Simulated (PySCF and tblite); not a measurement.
Results of a calculation; reference values are marked as such.
C7H7FS, numbered as in [F:1][CH2:2][C:3]1=[CH:4]/[C:5](=[CH:6]\[SH:7])[CH:8]=[CH:9]1.

Geometries GFN2-xTB; weights from PBE0-D3(BJ)/def2-SVP (IEF-PCM, acetone) energies and GFN2-xTB thermal corrections, with symmetry numbers and mirror pairs. Conformers within 2.5 kcal/mol (GFN2-xTB free energy) were kept, 6 at most. GIAO shieldings: wB97X-D/pcSseg-1 (IEF-PCM, acetone). Shifts are against TMS (¹H), TMS (¹³C) at the same level. Codes: tblite and PySCF.

Torsions listed: F1–C2–C3–C4, C5–C6–S7–H7. The 5-ring runs over atoms 3–4–5–8–9. Of a mirror pair one member is shown.

```tsv
conformer	shape	symmetry	E(GFN2) kcal/mol	E(DFT) kcal/mol
1	5-ring flat; 126°, 180°	C1 (pair)	2.71	0.32
2	5-ring flat; 0°, 180°	Cs	2.23	0.02
3	5-ring flat; -122°, 0°	C1 (pair)	1.03	0.40
4	5-ring flat; 1°, 0°	Cs	0.00	0.00
```

(1) How much do the weights at 298.15 K and the averaged shift of C4 depend on how the conformers are weighted?

The minima are those of GFN2-xTB; planar forms about aryl–S or allylic bonds may be saddles in DFT.

## Answers

(1) 
```json
{"weighting": "DFT energy with thermal terms, symmetry and mirror images (full scheme)", "1 (%)": "34", "2 (%)": "28", "3 (%)": "20", "4 (%)": "17", "δ (ppm)": "119.5", "rms dipole (D)": "3.82"}
{"weighting": "DFT energy with symmetry and mirror images", "1 (%)": "28", "2 (%)": "23", "3 (%)": "25", "4 (%)": "24", "δ (ppm)": "119.2", "rms dipole (D)": "3.61"}
{"weighting": "bare DFT energy", "1 (%)": "19", "2 (%)": "32", "3 (%)": "17", "4 (%)": "33", "δ (ppm)": "118.0", "rms dipole (D)": "3.39"}
{"weighting": "GFN2-xTB energy with symmetry and mirror images", "1 (%)": "1", "2 (%)": "2", "3 (%)": "25", "4 (%)": "72", "δ (ppm)": "116.8", "rms dipole (D)": "2.14"}
{"weighting": "GFN2-xTB free energy", "1 (%)": "2", "2 (%)": "3", "3 (%)": "27", "4 (%)": "68", "δ (ppm)": "117.0", "rms dipole (D)": "2.25"}
{"weighting": "leading conformer alone", "1 (%)": "100", "2 (%)": "0", "3 (%)": "0", "4 (%)": "0", "δ (ppm)": "123.1", "rms dipole (D)": "4.87"}
{"weighting": "equal weights", "1 (%)": "25", "2 (%)": "25", "3 (%)": "25", "4 (%)": "25", "δ (ppm)": "119.0", "rms dipole (D)": "3.55"}
{"weighting": "full scheme, search stopped after three starts", "1 (%)": "0", "2 (%)": "0", "3 (%)": "54", "4 (%)": "46", "δ (ppm)": "118.9", "rms dipole (D)": "2.52"}
```

The largest departure from the full scheme, 3.6 ppm, comes with: leading conformer alone.
